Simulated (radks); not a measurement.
Values are calculated unless marked as measured or tabulated.
The lithium anion Li-, [He] 2s2, held by a Watson sphere: a shell of charge +1 at radius R that stands for the Madelung well of a crystal (potential energy -1/R inside, -1/r outside, in hartree with lengths in bohr). Code: a radial shooting solver on a logarithmic mesh with Libxc functionals. Model: scalar-relativistic Kohn-Sham, LB94 model potential, spin-unpolarised, spherical densities, finite nucleus; Fermi nuclear charge, rms radius of each element as measured or else 0.836 A^(1/3) + 0.57 fm. Response by self-consistent Sternheimer equations with the Hartree and adiabatic LDA kernel, the relativistic mass of each level held fixed and spin-orbit coupling left out. The sphere does not respond.

R (bohr)  e(1s) (eV)  e(2s) (eV)  <r> 2s (bohr)  sum of <r^2> (bohr^2)  X-ray form factor at sin(theta)/lambda = 0.1 1/angstrom  alpha (bohr^3)
1.79         -65.450      -7.275          3.165                  24.67                                                    2.784           83.70
1.91         -64.829      -7.191          3.206                  25.26                                                    2.765           86.73
2.51         -62.996      -6.721          3.436                  28.74                                                    2.662           106.8
2.59         -62.852      -6.656          3.468                  29.25                                                    2.648           110.0
2.82         -62.515      -6.470          3.560                  30.75                                                    2.609           120.0
3            -62.311      -6.326          3.632                  31.95                                                    2.579           128.3
3.29         -62.057      -6.101          3.744                  33.92                                                    2.535           142.8
3.7          -61.798      -5.799          3.896                  36.70                                                    2.478           165.3
3.8          -61.746      -5.729          3.932                  37.37                                                    2.466           171.0
